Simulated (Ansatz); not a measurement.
Compare A (`O[SiH2]O[SiH2]Cl`) with its isomer B (`O[SiH](O)[SiH2]Cl`).

Program: Ansatz. Geometries: PBE0-D4/def2-TZVP. ΔE: electronic, gas phase. CCSD(T)/CBS adds triple-zeta CCSD(T) − MP2 to the extrapolated MP2 energy (def2 sets, frozen cores). DFT in def2-TZVPP. B3LYP here is the variant with VWN-RPA as its local correlation; programs differ in this. One conformer a species, not always the lowest.

A:

Z-matrix (Å, degrees):
```
Si
O 1 1.644
O 1 1.635 2 111.8
H 1 1.483 2 107.3 3 122.2
H 1 1.475 2 107.7 3 -116.5
Si 2 1.618 1 142.3 3 -35.3
H 3 0.959 1 118.0 2 68.5
Cl 6 2.064 2 109.5 1 -16.7
H 6 1.477 2 109.8 1 -134.3
H 6 1.477 2 110.8 1 101.2
```

B:

Z-matrix (Å, degrees):
```
Si
O 1 1.643
Si 1 2.348 2 104.3
O 1 1.642 2 114.0 3 117.9
H 1 1.484 2 110.8 3 -124.8
H 2 0.959 1 118.3 3 178.8
Cl 3 2.078 1 104.5 2 89.2
H 3 1.485 1 113.1 2 -154.8
H 3 1.483 1 115.0 2 -28.6
H 4 0.961 1 116.5 2 -75.5
```

Q: Which is lower in electronic energy at CCSD(T)/CBS, and by how much? (An estimate is asked.)

A: The calculation gave: A, by 31.7 kcal/mol.

Q: Give E(B) − E(A) in kcal/mol with MP2/def2-TZVPP, B2PLYP, B3LYP, CCSD(T)/def2-TZVPP, CCSD/def2-TZVPP, B3LYP-D4, r2SCAN-D4. (An estimate is asked.)

A: The calculation gave: MP2/def2-TZVPP 33.6, B2PLYP 32.3, B3LYP 30.9, CCSD(T)/def2-TZVPP 31.9, CCSD/def2-TZVPP 32.8, B3LYP-D4 31.0, r2SCAN-D4 30.1. None reverses the order clearly.

Largest T1 diagnostic: 0.012.

In def2-TZVPP, CCSD(T) changes the Hartree–Fock value by −5.8 kcal/mol (the triples alone add −0.8 kcal/mol) and MP2 by −4.1 kcal/mol. From PBE to PBE0 (25 % exact exchange), in def2-TZVPP and without D4, E(B) − E(A) moves by +2.5 kcal/mol.
